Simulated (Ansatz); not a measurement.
Correlation energies of `BC(C)=S` by basis set

```xyz
9

B     0.805   -1.259   -0.323
C     0.101    0.099   -0.276
C    -0.768    0.961    0.528
S     0.783    0.332   -1.738
H     1.869   -1.380    0.214
H     0.194   -2.217   -0.700
H    -0.298    1.121    1.505
H    -1.700    0.423    0.735
H    -0.986    1.919    0.055
```

Charge 0, multiplicity 1. Geometry: relaxed with PBE0-D4/def2-TZVP. Frozen core, restricted reference, Ansatz 0.2.0. CBS rows extrapolate triple and quadruple zeta; past MP2 they add the triple-zeta difference.

```csv
basis,HF (Eh),MP2 corr.
def2-SVP,-500.61535,-0.49484
def2-TZVPP,-500.86781,-0.61364
def2-QZVPP,-500.88374,-0.65594
```

(1) Estimate the CCSD correlation energy and the (T) correction in each basis where they were run (hartree).

Answers

(1) 
```json
{"basis": "def2-SVP", "CCSD corr.": "-0.54019", "(T)": "-0.02139"}
{"basis": "def2-TZVPP", "CCSD corr.": "-0.65386", "(T)": "-0.03284"}
{"basis": "CBS(def2)", "CCSD corr.": "-0.72750", "(T)": "as TZ"}
```
